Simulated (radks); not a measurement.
Task: Species: Tl67+. Configuration: [Ne] 3s2 3p2. Method: Dirac Kohn-Sham, LDA (Slater exchange, Perdew-Wang correlation), spin-unpolarised, spherical densities, finite nucleus; open shells fill j = l - 1/2 first; Fermi nuclear charge, rms radius 5.4759 fm; computed with a radial shooting solver on a logarithmic mesh with Libxc functionals. Some entries of the table are withheld. Estimate them.

| orbital | occ. | eigenvalue (eV) | <1/r> (bohr^-1) |
|---|---|---|---|
| 1s1/2 | 2 | -91203.05 | 99.31 |
| 2s1/2 | 2 | -20770.00 | 24.81 |
| 2p1/2 | 2 | -20246.24 | 24.73 |
| 2p3/2 | 4 | -18131.08 | 19.92 |
| 3s1/2 | 2 | -8401.903 | (1) |
| 3p1/2 | 2 | (2) | 9.850 |
| 3p3/2 | 0 | (3) | 8.535 |
| 3d3/2 | 0 | -7395.578 | 8.389 |
| 3d5/2 | 0 | -7263.367 | 8.093 |
| 4s1/2 | 0 | -4479.924 | (4) |
| 4p1/2 | 0 | -4399.026 | (5) |
| 4p3/2 | 0 | -4171.411 | (6) |

Result: 
(1) 3s1/2 <1/r> (bohr^-1): 9.930
(2) 3p1/2 eigenvalue (eV): -8211.278
(3) 3p3/2 eigenvalue (eV): -7641.930
(4) 4s1/2 <1/r> (bohr^-1): 5.232
(5) 4p1/2 <1/r> (bohr^-1): 5.195
(6) 4p3/2 <1/r> (bohr^-1): 4.670
